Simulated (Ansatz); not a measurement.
Gas-phase reaction 4 R1 + R2 → 4 P1 + P2, each structure at its B3LYP-D3(BJ)/def2-TZVP stationary point, reached from a drawn start (curvature not checked).
P1, HCl (SMILES Cl) (charge 0, multiplicity 1):
| atom | x (Å) | y (Å) | z (Å) |
|---|---|---|---|
| Cl | 0.0000 | 0.0000 | 0.6410 |
| H | 0.0000 | 0.0000 | -0.6410 |
R1: HF (SMILES F), charge 0, multiplicity 1.
R2: SiCl4 (SMILES Cl[Si](Cl)(Cl)Cl), charge 0, multiplicity 1.
P2, SiF4 (SMILES F[Si](F)(F)F) (charge 0, multiplicity 1):
```xyz
5

Si     0.00000     0.00000     0.00000
F      0.90487     0.90487     0.90487
F      0.90487    -0.90487    -0.90487
F     -0.90487     0.90487    -0.90487
F     -0.90487    -0.90487     0.90487
```

P less R. No zero-point or thermal terms.

Correlated levels freeze the cores.

Codes used: Ansatz (a quantum-chemistry and plane-wave program) with Gaussian orbitals. Each number belongs to the level named beside it.

Total energies in hartree:

| structure | PBE/def2-TZVPP | PBE0/def2-TZVPP | CCSD(T)/cc-pV(Q+d)Z |
|---|---|---|---|
| P1 | -460.627412 | -460.665459 | -460.363836 |
| R1 | -100.393473 | -100.394002 | -100.373106 |
| R2 | -2129.674109 | -2129.849609 | -2128.322942 |
| P2 | -688.809124 | -688.836794 | -688.446397 |

### Question
Work out the reaction energy at each level in eV (1 hartree = 27.21139 eV), and say how far PBE/def2-TZVPP lies from CCSD(T)/cc-pV(Q+d)Z.

### Answer
- PBE/def2-TZVPP: 4 × (-460.627412) + (-688.809124) − (-2129.674109) − 4 × (-100.393473) = -0.070771 hartree = -1.926 eV
- PBE0/def2-TZVPP: 4 × (-460.665459) + (-688.836794) − (-2129.849609) − 4 × (-100.394002) = -0.073013 hartree = -1.987 eV
- CCSD(T)/cc-pV(Q+d)Z: 4 × (-460.363836) + (-688.446397) − (-2128.322942) − 4 × (-100.373106) = -0.086375 hartree = -2.350 eV
PBE/def2-TZVPP less CCSD(T)/cc-pV(Q+d)Z: 0.424 eV. CCSD(T)/cc-pV(Q+d)Z is the level counted from, the highest shown, and no exact or measured value.
